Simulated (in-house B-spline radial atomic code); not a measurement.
**BLYP excitations of As5+**

Method: BLYP. Computed with an all-electron radial atomic-structure program (B-spline basis): linear response of the closed shell [Ar] 3d10 with the functional's adiabatic kernel; non-relativistic, point nucleus, no spin-orbit coupling, no double excitations, S, P, D and F terms only. Only terms of natural parity with L up to 3 were computed.

Without relativity these are model numbers for so heavy an element.

Command:
```bash
python run_td.py task.json out
```
Settings (radii: box in bohr, nucleus in fm):
```
Z                        33
electrons                28
configuration            [Ar] 3d10
hamiltonian              nr
method                   b88,lyp
box_radius               16.35
intervals                54
```

Run time, properties included: 1.2 s on 1 thread of Arm Neoverse N1, on a shared host.

The lowest states, in the order of their Tamm-Dancoff energies; the method's threshold (minus the highest occupied level) is 107.81 eV. Labels give the largest channel, * marks a mixed state, and oscillator strengths are full-response dipole values. Semilocal kernels can invert the small singlet-triplet splittings of Rydberg terms. Energies in eV:

```csv
state,full response,Tamm-Dancoff,oscillator strength
3d → 4s 3D,?,?,-
3d → 4s 1D,38.47,38.48,-
3d → 4p 3P,49.88,49.90,-
3d → 4p 3F,50.00,50.01,-
3d → 4p 1F,50.67,50.67,-
3d → 4p 1P,51.80,51.89,0.518
3d → 4d 3S,68.38,68.42,-
3d → 4d 3D,69.02,69.02,-
3d → 4d 1D,69.77,69.78,-
3d → 4d 1S,?,?,-
```

Question: Where does 3d → 4d 1S lie?

Answer: At 74.31 eV in full response, 74.96 eV in Tamm-Dancoff.

Question: Where does 3d → 4s 3D lie?

Answer: At 37.66 eV in full response, 37.68 eV in Tamm-Dancoff.

Question: How large is the singlet-triplet splitting of 3d → 4s (D terms) in Tamm-Dancoff?

Answer: 0.803 eV, from the unrounded values.

Question: What polarisabilities and dispersion coefficient does the method give?

Answer: Dipole 0.5545 bohr³, quadrupole 0.653 bohr⁵, C6 0.921 hartree·bohr⁶ for two such species.
